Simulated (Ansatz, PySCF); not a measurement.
CH3AlBr2O, SMILES C[O][Al]([Br])[Br]. Atoms are numbered in the order given.

```xyz
8

Al     0.0287    -0.3006    -0.3567
Br     1.4876     1.3574    -0.6653
Br    -1.3114    -0.3259     1.4391
O     -0.0480    -1.5304    -1.4942
C     -0.7423    -2.7116    -1.7431
H     -1.2757    -2.6449    -2.7063
H     -0.0403    -3.5601    -1.8079
H     -1.4844    -2.9423    -0.9576
```

Geometry: PBE0-D3(BJ)/def2-SVP. Other conformers were not sampled.

Two levels are set side by side: PBE-D3(BJ)/def2-SVP (Ansatz, a program for electronic structure) and PBE0-D3(BJ)/def2-SVP (Ansatz). Each level has its own optimised geometry; the coordinates shown are those of the second. Frequencies come from the Hessian of PySCF at each geometry. Differences are taken from unrounded values.

```
quantity                            PBE0-D3(BJ)  PBE-D3(BJ)  PBE-D3(BJ) minus PBE0-D3(BJ)
----------------------------------  -----------  ----------  ----------------------------
mean bond length (Å)                      1.550       1.564                         0.013
bond Al1–Br2 (Å)                          2.230       2.245                         0.015
bond Al1–Br3 (Å)                          2.241       2.257                         0.017
bond Al1–O4 (Å)                           1.677       1.698                         0.021
bond O4–C5 (Å)                            1.393       1.408                         0.015
bond C5–H6 (Å)                            1.103       1.112                         0.009
bond C5–H7 (Å)                            1.103       1.112                         0.009
bond C5–H8 (Å)                            1.105       1.114                         0.009
highest harmonic wavenumber (cm⁻¹)         3118        3016                          -102
mean harmonic wavenumber (cm⁻¹)            1094        1056                           -38
zero-point energy (kcal/mol)              28.14       27.16                         -0.98
```

GGA bonds tend to be longer and softer than those of functionals with exact exchange. Differences between two approximate levels are no errors against the true value.
